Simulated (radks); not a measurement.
Values are calculated unless marked as measured or tabulated.
Valence configurations of the beryllium ion Be+ (all share [He]). Code: a radial shooting solver on a logarithmic mesh with Libxc functionals. Model: scalar-relativistic Kohn-Sham, r2SCAN, spin-unpolarised, spherical densities, finite nucleus; meta-GGA in the generalised Kohn-Sham scheme; Fermi nuclear charge, rms radius 2.519 fm; without spin polarisation the odd electron is poorly described. Energies are relative to 2s1; eigenvalues in eV.

valence,E (eV),e(2p),e(2s)
2s1,0.000,-,-13.641
2p1,4.321,-9.389,-
2s0.5 2p0.5,2.215,-9.337,-13.704

NIST lists [He] 2s1 as the ground configuration; this level of theory agrees among the configurations tried. The energies are those of spherical spin-averaged densities, not of single terms.
